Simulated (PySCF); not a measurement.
PySCF job for Ge(H)2(F)(OMe) (CH5FGeO), SMILES [F][GeH2][O]C, HF/pcSseg-1. Geometry optimised at ωB97X-D3(BJ)/def2-SVP. The structure was generated by enumeration, and PubChem lists no compound with its InChIKey, so it may never have been made. Other conformers were not sampled.

```python
import numpy as np
from pyscf import gto, scf, dft
from pyscf.prop.nmr import rhf as nmr

mol = gto.M(
    atom='''
    Ge    0.55169822    0.06599544   -0.30288056
    F     0.85164300    0.85733910    1.22208180
    O    -0.87879813   -0.93848829   -0.10677628
    C    -2.13631651   -0.34403911    0.13806931
    H     1.71861252   -0.87216035   -0.58677088
    H     0.28112887    1.19479261   -1.30476359
    H    -2.18584407    0.10330593    1.14673464
    H    -2.37586191    0.44352712   -0.60244598
    H    -2.90888131   -1.12523005    0.06648209
    ''',
    basis='pcSseg-1',
    charge=0,
    spin=0,
    max_memory=1600,
    verbose=3,
)
mf = scf.RHF(mol)
mf.conv_tol = 1e-10
mf.max_cycle = 100
mf.kernel()
n = nmr.NMR(mf)
n.verbose = 2
n.max_cycle_cphf = 60
sigma = n.kernel()
print('atom   isotropic/ppm   span/ppm')
for i, s in enumerate(sigma):
    w = np.linalg.eigvalsh((s + s.T) / 2)
    print(f'{mol.atom_symbol(i):2s}{i + 1:3d} {w.mean():14.3f} {w[2] - w[0]:11.3f}')
```

Output:

```
converged SCF energy = -2290.21668209595
atom   isotropic/ppm   span/ppm
Ge  1       1521.614      93.790
F   2        413.796      94.372
O   3        334.096     137.171
C   4        139.832      72.474
H   5         26.907      18.042
H   6         26.880      16.857
H   7         27.982      11.482
H   8         28.367      10.697
H   9         27.848      11.381
```

Self-consistency was reached.
